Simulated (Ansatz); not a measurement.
Species: H3InS3, SMILES `[SH][In]([SH])[SH]` (charge 0, multiplicity 1).

Q: Give a relaxed geometry from B3LYP-D3(BJ)/def2-TZVP (Ansatz, an electronic-structure program).

A: This is not unique; one that fits is the end point of this relaxation, one of several conformers (outside a Z-matrix the atoms follow the SMILES, hydrogens last).
Cartesian coordinates (Å) in one orientation:
```xyz
7

S     -0.245     1.978    -0.481
In     0.238    -0.242     0.299
S      2.463    -0.783     1.006
S     -1.438    -1.956     0.410
H     -1.541     1.711    -0.718
H      2.931     0.447     0.733
H     -2.408    -1.154    -0.062
```
